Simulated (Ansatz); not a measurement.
Reaction (ligand exchange at the Si–O bond): `[OH][Mg][O][SiH3]` + `NBF` → `FBN[SiH3]` + `[OH][Mg][OH]`

Gas-phase electronic energies from Ansatz, PBE0-D4/def2-TZVP geometries. CCSD(T)/CBS is the MP2 limit (def2-TZVPP, def2-QZVPP) plus CCSD(T) − MP2 in def2-TZVPP, frozen cores. This one scheme is used for every species. For Mg outer-core shells are correlated without core-valence functions, which leaves a few kJ/mol of doubt a bond. One conformer a species, not always the lowest.

```tsv
species	CCSD(T)/CBS(def2) energy (Eh)
`[OH][Mg][O][SiH3]`	-641.86598
`NBF`	-181.19761
`FBN[SiH3]`	-471.49367
`[OH][Mg][OH]`	-351.53876
```

Question: Work out ΔE.

Answer: ΔE = (-471.49367) + (-351.53876) − (-641.86598) − (-181.19761) = 0.03116 Eh = +81.8 kJ/mol.

Largest T1 diagnostic among the species: 0.012.

From BLYP to BHLYP (50 % exact exchange), in def2-TZVPP and without D4, ΔE moves by +5.5 kJ/mol. In def2-TZVPP, CCSD(T) changes the Hartree–Fock value by −10.9 kJ/mol (the triples alone add −1.4 kJ/mol) and MP2 by −11.9 kJ/mol. The D4 term adds −3.2 kJ/mol with B3LYP and −1.7 kJ/mol with PBE0; it sums over pairs of atoms, weighted by their polarisabilities, and B3LYP, whose exchange is more repulsive, gets the larger term.

B3LYP here is the variant with VWN-RPA as its local correlation; programs differ in this.
